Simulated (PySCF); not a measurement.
A structure optimised at PBE0-D3(BJ)/def2-TZVPD, used in a PySCF frequency run:

```
Ag
Ag 1 2.5764
```
Charge 0, spin multiplicity 1.

**Question.** Write its SMILES, formula and point group.

**Answer.** [Ag][Ag], Ag₂, D∞h

**Question.** What are its rotational constants (standard atomic weights)?

**Answer.** 1.4116 GHz (linear rotor, B only)
